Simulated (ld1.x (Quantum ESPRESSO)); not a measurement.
Building the ultrasoft potential for chromium (PBE, scalar-relativistic).

The input file (ld1.x (Quantum ESPRESSO) 7.5):

```
&input
   title='Cr', zed=24., rel=1, dft='PBE', iswitch=3,
   config='[Ar] 3d5 4s1 4p0',
   nld=3, rlderiv=3.05, eminld=-5.0, emaxld=5.0, deld=0.02
 /
 &inputp
   pseudotype=3, tm=.true., lloc=-1, rcloc=2.70,
   nlcc=.false.,
   which_augfun='PSQ', rmatch_augfun_nc=.true.,
   file_pseudopw='Cr.UPF', file_wfcaegen='ae.wfc', file_wfcncgen='nc.wfc', file_beta='beta', file_chi='chi', file_wfcusgen='us.wfc'
 /
6
4S  1  0   1.00   0.00  2.05  2.80  0.0
4S  1  0   0.00   4.35  2.05  2.80  0.0
3P  2  1   6.00   0.00  1.35  1.70  0.0
4P  3  1   0.00   0.00  1.35  1.70  0.0
3D  3  2   5.00   0.00  0.70  1.00  0.0
3D  3  2   0.00   4.25  0.70  1.00  0.0
 &test
   configts(1)='3p6 3d5 4s1 4p0'
 /
```

Command:

```bash
ld1.x < Cr.in > Cr.out
```

Resulting log (shortened: banner, matrices, multipoles, cross overlaps and the repeated all-electron block are left out):

```
Program LD1 v.7.5
     --------------------------- All-electron run ----------------------------

     Cr
     scalar relativistic calculation

     atomic number is 24.00
     dft =PBE   lsd =0 sic =0 latt =0  beta=0.20 tr2=1.0E-14
     Exchange-correlation= PBE
                           (   1   4   3   4   0   0   0)
     mesh =1183 r(mesh) =  99.18097 a.u. xmin = -7.00 dx = 0.01250
     1 Ry =  13.60569312 eV, c = 137.03599908

     n l     nl                  e(Ry)          e(Ha)          e(eV)
     1 0     1S 1( 2.00)      -432.2430      -216.1215     -5880.9659
     2 0     2S 1( 2.00)       -49.0343       -24.5172      -667.1462
     2 1     2P 1( 6.00)       -41.2106       -20.6053      -560.6988
     3 0     3S 1( 2.00)        -5.4382        -2.7191       -73.9910
     3 1     3P 1( 6.00)        -3.3400        -1.6700       -45.4429
     3 2     3D 1( 5.00)        -0.2141        -0.1070        -2.9129
     4 0     4S 1( 1.00)        -0.2945        -0.1473        -4.0069
     4 1     4P 1( 0.00)        -0.0727        -0.0363        -0.9885

     final scf error:  2.9E-15 reached in  30 iterations

     Etot =   -2101.058399 Ry,   -1050.529200 Ha,  -28586.355814 eV

     Ekin =    2122.324354 Ry,    1061.162177 Ha,   28875.693865 eV
     Encl =   -5013.937674 Ry,   -2506.968837 Ha,  -68218.097330 eV
     Eh   =     887.776586 Ry,     443.888293 Ha,   12078.815786 eV
     Exc  =     -97.221665 Ry,     -48.610832 Ha,   -1322.768135 eV

     normalization and overlap integrals

     s(1S/1S) =  1.000000  <r> =   0.0636  <r2> =    0.0054  r(max) =   0.0417
     s(2S/2S) =  1.000000  <r> =   0.2931  <r2> =    0.1015  r(max) =   0.2428
     s(2P/2P) =  1.000000  <r> =   0.2598  <r2> =    0.0831  r(max) =   0.1988
     s(3S/3S) =  1.000000  <r> =   0.9019  <r2> =    0.9400  r(max) =   0.7764
     s(3P/3P) =  1.000000  <r> =   0.9660  <r2> =    1.1034  r(max) =   0.7961
     s(3D/3D) =  1.000000  <r> =   1.5165  <r2> =    3.3298  r(max) =   0.8369
     s(4S/4S) =  1.000000  <r> =   3.4357  <r2> =   13.7956  r(max) =   2.7441
     s(4P/4P) =  1.000000  <r> =   5.2574  <r2> =   33.3166  r(max) =   3.9430

     ------------------------ End of All-electron run ------------------------

     --------------------- Generating US pseudopotential ---------------------

      Generating local potential from pseudized AE potential:
      Matching radius rcloc =   2.7000

      Local pseudo, rcloc= 2.710 Estimated cut-off energy=     3.28 Ry
      Wfc-us  4S rcutus= 2.779  Estimated cut-off energy=     5.77 Ry
      Wfc-us  4S rcutus= 2.779  Estimated cut-off energy=    15.45 Ry
      Wfc-us  3P rcutus= 1.685  Estimated cut-off energy=    29.88 Ry
      Wfc-us  4P rcutus= 1.685  Estimated cut-off energy=    56.28 Ry
      Wfc-us  3D rcutus= 0.997  Estimated cut-off energy=   112.62 Ry
      Wfc-us  3D rcutus= 0.997  Estimated cut-off energy=   134.33 Ry

     Q pseudized with Bessel functions
     Expected ecutrho=     822.2483 due to l1=  2   l2=  2

     ------------------- End of pseudopotential generation -------------------

     Computing logarithmic derivative in   3.05175
     Computing logarithmic derivative in   3.05175
     Computing the partial wave expansion
     R is outside the sphere for l=    0 j= 0.00
     R is outside the sphere for l=    0 j= 0.00
     R is outside the sphere for l=    1 j= 0.00
     R is outside the sphere for l=    1 j= 0.00
     R is outside the sphere for l=    2 j= 0.00
     R is outside the sphere for l=    2 j= 0.00

     ---------------------- Testing the pseudopotential ----------------------

     Cr
     scalar relativistic calculation

     atomic number is 24.00   valence charge is 12.00
     dft =PBE   lsd =0 sic =0 latt =0  beta=0.20 tr2=1.0E-14
     mesh =1183 r(mesh) =  99.18097 xmin = -7.00 dx = 0.01250

     n l     nl             e AE (Ry)        e PS (Ry)    De AE-PS (Ry)
     2 1     3P   1( 6.00)       -3.33999       -3.33999       -0.00000
     3 2     3D   1( 5.00)       -0.21409       -0.21409        0.00000
     1 0     4S   1( 1.00)       -0.29450       -0.29450        0.00000
     3 1     4P   1( 0.00)       -0.07265       -0.07265       -0.00000

     eps = 9.7E-15  iter =  6

     Etot =   -2101.058399 Ry,   -1050.529200 Ha,  -28586.355814 eV
     Etotps =  -120.041169 Ry,     -60.020585 Ha,   -1633.243309 eV

     Ekin =      52.962126 Ry,      26.481063 Ha,     720.586438 eV
     Encl =    -213.552545 Ry,    -106.776272 Ha,   -2905.530389 eV
     Ehrt =     103.250902 Ry,      51.625451 Ha,    1404.800087 eV
     Ecxc =     -15.375760 Ry,      -7.687880 Ha,    -209.197872 eV
     Epseu=     -47.325893 Ry,     -23.662946 Ha,    -643.901573 eV

     ---------------------- End of pseudopotential test ----------------------
```

Generation and configuration tests took about 0.87 s on one core of a shared server CPU.

Transferability test of the new file with ld1.x, input:

```
&input
   title='Cr', zed=24., rel=1, dft='PBE', iswitch=2,
   config='[Ar] 3d5 4s1 4p0'
 /
 &test
   file_pseudo='Cr.UPF', nconf=8,
   configts(1)='3p6 3d5 4s1 4p0',
   configts(2)='3p6 3d5 4s0 4p0',
   configts(3)='3p6 3d4 4s0 4p0',
   configts(4)='3p6 3d3 4s0 4p0',
   configts(5)='3p6 3d4 4s1 4p1',
   configts(6)='3p6 3d6 4s0 4p0',
   configts(7)='3p6 3d4 4s1 4p0',
   configts(8)='3p6 3d5 4s0.5 4p0'
 /
```

```bash
ld1.x < Cr.test.in > Cr.test.out
```

Pseudopotential blocks of its output, shortened (energy terms left out; the distinct warnings before each block abridged to one line each):

```
     ---------------------- Testing the pseudopotential ----------------------

     n l     nl             e AE (Ry)        e PS (Ry)    De AE-PS (Ry)
     2 1     3P   1( 6.00)       -3.33999       -3.33999       -0.00000
     3 2     3D   1( 5.00)       -0.21409       -0.21409        0.00000
     1 0     4S   1( 1.00)       -0.29450       -0.29450        0.00000
     3 1     4P   1( 0.00)       -0.07265       -0.07265       -0.00000

     eps = 9.7E-15  iter =  6

     Etot =   -2101.058399 Ry,   -1050.529200 Ha,  -28586.355814 eV
     Etotps =  -120.041169 Ry,     -60.020585 Ha,   -1633.243309 eV

     ---------------------- End of pseudopotential test ----------------------

          Warning: n=2, l=1 expected 0 nodes, found 1
     ---------------------- Testing the pseudopotential ----------------------

     n l     nl             e AE (Ry)        e PS (Ry)    De AE-PS (Ry)
     2 1     3P   1( 6.00)       -3.85684       -3.85461       -0.00224
     3 2     3D   1( 5.00)       -0.72577       -0.72513       -0.00063
     1 0     4S   1( 0.00)       -0.73147       -0.73108       -0.00039
     3 1     4P   1( 0.00)       -0.44104       -0.44112        0.00008

     eps = 4.7E-15  iter = 12

     Etot =   -2100.551196 Ry,   -1050.275598 Ha,  -28579.454958 eV
     Etotps =  -119.534050 Ry,     -59.767025 Ha,   -1626.343605 eV
     dEtot_ae =       0.507204 Ry
     dEtot_ps =       0.507119 Ry,   Delta E=       0.000085 Ry

     ---------------------- End of pseudopotential test ----------------------
```

The test run then stopped with an error in chargeps: “negative rho”.
